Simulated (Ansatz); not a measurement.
doublet BeO(+): levels of theory in one basis

```xyz
2

Be    0.0000    0.0000    0.0000
O     0.0000    0.0000    1.2645
```

Basis set: def2-SVP (spherical functions). Correlated methods keep 1 orbital frozen. Correlation on ROHF uses semicanonical orbitals with singles. Charge 1, multiplicity 2.

Computed with Ansatz (development build ahead of 0.2.0); each method stands on the lowest determinant of its kind that the runs found.

```
  method  E − E(ROHF) (eV)  <S²> of the determinant
    ROHF              0.00                        –
     UHF             -0.09                     0.76
ROHF-MP2             -4.26                        –
 UHF-MP2             -4.25                     0.76
```

Problem. What does ROHF-CCSD(T) give on the same scale?

Solution. -4.64 eV.

Problem. Is a single determinant a sound starting point here?

Solution. By this sign, yes. Unrestricted orbitals gain 0.09 eV and <S²> is 0.76 against 0.75 for a pure state.
